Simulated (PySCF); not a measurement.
Electron correlation in In⁺ (indium, charge +1)

[Kr] 4d10 5s1 5d1, high-spin 3D determinant (an excited configuration). All numbers are calculated (PySCF 2.14, the spin-free X2C one-electron Hamiltonian (Gaussian nucleus), in aug-cc-pVQZ-DK3). Frozen: [Kr] 4d10; 2 electrons correlated.

With two correlated electrons CCSD is exact within the correlated space (frozen core and kept virtual orbitals).

```tsv
level	correlation energy (mhartree)
CCSD	-6.88
```

Diagnostics: T1 = 0.012, D1 = 0.0248, largest double amplitude 0.045.

The outer electron is Rydberg-like, and this basis confines it to a smaller radius and binds it less than a complete one would.

Cost of the coupled-cluster step: of the order of 8 core-seconds, for 2 correlated electrons.
